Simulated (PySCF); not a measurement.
A geometry optimisation on `O([Si@H]([TeH])N)[SiH3]`.

Computed with PBE0-D3(BJ)/def2-SVP geometry optimisation, gas phase, def2 core potentials past Kr (PySCF 2.14.0). Start geometry: GFN2-xTB. A driver script takes a list of jobs; this job's settings line and coordinates (Å) are shown.

Input:
```
{"job": {"xc": "PBE0", "basis": "def2-SVP", "d3": "d3bj", "grid": 1, "maxiter": 30, "shake": 0.01, "kind": "geom"}, "charge": 0, "multiplicity": 1}
N      1.555710    -1.373760    -0.227650
Si     0.754630    -0.082940     0.622490
Te     1.476480     2.095240    -0.289600
O     -0.834710    -0.117600     0.523730
Si    -2.249160     0.312140    -0.198700
H      1.234690    -2.293530    -0.085870
H      1.858560    -1.221710    -1.178980
H      0.995860    -0.324880     2.036370
H      3.079730     1.685790    -0.120300
H     -3.281910    -0.265120     0.669860
H     -2.256370    -0.224680    -1.539850
H     -2.293820     1.782770    -0.220520
```

Output:
```
step   0  E = -980.64388284  max force = 0.040022
step   1  E = -980.65220538  max force = 0.010064
step   2  E = -980.65278746  max force = 0.004594
step   3  E = -980.65327894  max force = 0.003697
step   4  E = -980.65359173  max force = 0.006991
step   5  E = -980.65394609  max force = 0.006859
step   6  E = -980.65408660  max force = 0.003167
step   7  E = -980.65414775  max force = 0.000750
step   8  E = -980.65415492  max force = 0.000659
step   9  E = -980.65415755  max force = 0.000342
optimisation converged
```

Energies in Eh; «max force» is the largest Cartesian gradient component in Eh/bohr.

**Question.** Give the first gradient maximum in eV/Å.

**Answer.** With 1 Eh/bohr = 51.422 eV/Å, 2.058 eV/Å.

**Question.** How much energy does the optimisation release, in kcal/mol?

**Answer.** E(step 0) − E(last step) = 0.010275 Eh, which is 6.4 kcal/mol.

In short: final energy -980.65416 Eh after 9 steps; dipole 2.16 D.

**Question.** Estimate the wall time. Hardware: an Arm Neoverse V1 with one thread, on a shared host. And the peak memory of the process?

**Answer.** About 76 s, with 0.54 GiB resident at the peak, the Python interpreter and its libraries included.
Labels such as C1 count atoms from 1, the log's own numbers from 0.
